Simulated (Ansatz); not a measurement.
Basis-set series for C₆H₈BCl₂N (`C[B-](Cl)(Cl)[n+]1ccccc1`). Charge 0, multiplicity 1. Geometry: relaxed with PBE0-D4/def2-TZVP. It is one conformer, not always the lowest.

| functional | basis | functions | energy (Eh) | HOMO (eV) | LUMO (eV) |
| --- | --- | --- | --- | --- | --- |
| PBE0-D4 | def2-SVP | 188 | -1232.40932 | -7.30 | -2.32 |
| PBE0-D4 | def2-TZVPP | 444 | -1233.05356 | -7.55 | -2.38 |
| ωB97M-V | def2-SVP | 188 | -1232.89007 | -9.50 | -0.21 |
| ωB97M-V | def2-TZVPP | 444 | -1233.54526 | -9.80 | -0.34 |

(1) Give the rows for def2-QZVPP. (Estimate.)

Answers

(1) Ansatz gave: 
```csv
functional,basis,functions,energy (Eh),HOMO (eV),LUMO (eV)
PBE0-D4,def2-QZVPP,836,-1233.09673,-7.59,-2.41
ωB97M-V,def2-QZVPP,836,-1233.58603,-9.85,-0.39
```
